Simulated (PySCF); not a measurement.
A PySCF script (with the pyscf-properties extension) for the NMR shieldings of `FB(B(OC)OC)F`, C2H6B2F2O2, on a GFN2-xTB geometry:

```python
import basis_set_exchange as bse
import numpy as np
from pyscf import gto, dft
from pyscf.prop import nmr

atoms = """
C     1.725007   -1.082548    0.587776
O     0.364469   -0.773394    0.430876
B    -0.123161    0.483446    0.243707
O    -1.457310    0.631768    0.118243
C    -2.364296   -0.455015    0.152334
B     0.850748    1.894657    0.151854
F     1.393540    2.352868   -0.966756
F     1.182538    2.654144    1.184952
H     2.352525   -0.187722    0.532210
H     1.867163   -1.562785    1.558753
H     2.018846   -1.778508   -0.201359
H    -3.324134   -0.069838    0.497126
H    -2.476387   -0.867108   -0.852610
H    -2.010225   -1.240438    0.820753
"""
names = dict.fromkeys(["C", "O", "B", "F", "H"], "pcSseg-1")
basis = {el: gto.basis.parse(bse.get_basis(n, elements=[el], fmt="nwchem")) for el, n in names.items()}
mol = gto.M(atom=atoms, basis=basis, charge=0, verbose=0)
mf = dft.RKS(mol, xc="PBE0")
mf.grids.level = 2
mf.grids.alignment = dft.numint.BLKSIZE   # the property module wants whole blocks of grid points
mf.conv_tol = 1e-9
mf.kernel()

calc = nmr.RKS(mf)   # GIAO
C = mf.mo_coeff
Co = C[:, mf.mo_occ > 0]
resp = mf.gen_response(singlet=True, hermi=2)
def vind(x):   # induced exchange potential for any number of trial vectors
    d = np.einsum("pi,xij,qj->xpq", C, 2 * x.reshape(-1, C.shape[1], Co.shape[1]), Co, optimize=True)
    return np.einsum("xpq,pi,qj->xij", resp(d - d.transpose(0, 2, 1)), C, Co, optimize=True).ravel()
mo1, _ = nmr.rhf.solve_mo1(calc, with_cphf=vind)
sigma = calc.kernel(mo1)
for i, s in enumerate(sigma):   # ppm
    print("%2d %-2s %9.2f" % (i, mol.atom_pure_symbol(i), np.trace(s) / 3))
```

Problem. What are the results?

Solution. 
```
 0 C     128.94
 1 O     206.15
 2 B      75.46
 3 O     216.26
 4 C     133.62
 5 B      74.06
 6 F     208.24
 7 F     208.87
 8 H      27.89
 9 H      27.62
10 H      27.58
11 H      28.01
12 H      28.06
13 H      27.36
```

These numbers come from an equivalent density-fitted implementation of the same equations, which agrees with the script to about 0.01 ppm for H and up to a few tenths of a ppm for heavy atoms, so last digits may differ.

Size and cost of the density-fitted run: 166 basis functions, 18 s wall time on 1 thread of an Arm Neoverse V1, shared host; peak memory 0.73 GiB.
